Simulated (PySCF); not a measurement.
**Working out the ionisation energy of Ti(2+)**

Ti(2+) [Ar] 3d2 (3F) → Ti(3+) [Ar] 3d1 (2D). Computed with PySCF 2.14 in x2c-TZVPPall with one added diffuse shell each of s, p, d, f type (7s6p5d3f1g, 80 functions), with scalar relativity by spin-free X2C-1e. Frozen: [Ne]. Energies in hartree (1 hartree = 27.21139 eV):

```
            part  Ti(2+) (lower)  Ti(3+) (upper)
             UHF     -852.059388     -851.082275
CCSD correlation       -0.253594       -0.235472
             (T)       -0.004668       -0.004223
```

Question: What does Hartree-Fock give?

Answer: (-851.082275) − (-852.059388) = 0.977113 hartree = 26.589 eV.

Question: What do CCSD and CCSD(T) give?

Answer: The CCSD correlation energies differ by 0.018122 hartree = 0.493 eV and the triples by 0.000445 hartree = 0.012 eV, so CCSD gives 27.082 eV and CCSD(T) 27.094 eV.

Reference: 27.492 eV (measured; NIST Atomic Spectra Database, ionization energies), between the lowest levels; spin-orbit coupling is absent from the calculation.

What remains against the reference includes basis incompleteness, the frozen core and higher excitations.
